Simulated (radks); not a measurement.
Task: Charge is removed step by step from the 1s down level of B+, starting from 1s(up 1, down 1) 2s2. Code: a radial shooting solver on a logarithmic mesh with Libxc functionals. Model: non-relativistic Kohn-Sham, PBEsol, spin-polarised, spherical densities, point nucleus. At the starting occupation the eigenvalue is -192.48 eV. Estimate the energy to remove one whole electron from this level, the eigenvalue at the end, and how far E(n) bends from a straight line.

Result: Delta-SCF 216.32 eV; final eigenvalue -233.41 eV; the deviation from the straight line is -5.604 eV at 0.5 electron removed, the largest on the grid computed. Slater's transition state (half an electron removed) gives 217.45 eV. Integrating minus the eigenvalue over the occupation (Janak's theorem) gives 216.31 eV. The mean slope of the eigenvalue, de/dn, is 40.9 eV per electron.
